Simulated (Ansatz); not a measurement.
Species: C$_{2}$H$_{7}$O$_{2}$Si, net charge 0, doublet state. It need not be the lowest isomer of its formula. 
Coordinates optimised at B3LYP-D3(BJ)/def2-TZVP (Ansatz, a program for electronic structure):
```xyz
12

Si     0.0225     0.0636     0.0448
C      1.5208    -1.0399     0.0865
C     -1.5224    -0.7813    -0.6219
O     -0.4855     0.4613     1.5685
O      0.4597     1.3576    -0.8785
H      1.3062    -1.9606     0.6297
H      2.3559    -0.5350     0.5737
H      1.8246    -1.2913    -0.9315
H     -1.3285    -1.0431    -1.6655
H     -2.3884    -0.1204    -0.5845
H     -1.7496    -1.6876    -0.0617
H     -0.1197     2.1234    -0.8951
```
Charge 0, spin multiplicity 2.

Parts of the frozen-core correlation energy in cc-pV(T+d)Z (Ansatz, hartree). Frozen orbitals: 9; correlated occupied orbitals by spin: 16 and 15; virtual: 232 and 233. UHF or UKS for open shells. Spin-orbit coupling is left out. Non-relativistic.

```json
[
 {"term": "reference (HF)", "value": "-518.65616"},
 {"term": "MP2 opposite-spin", "value": "-0.69102"},
 {"term": "MP2 same-spin", "value": "-0.21113"},
 {"term": "CCSD correlation", "value": "-0.95053"},
 {"term": "(T)", "value": "-0.03423"},
 {"term": "T1 diagnostic", "value": "0.016"},
 {"term": "largest doubles amplitude", "value": "0.012"},
 {"term": "<S^2> of the reference", "value": "0.757"}
]
```
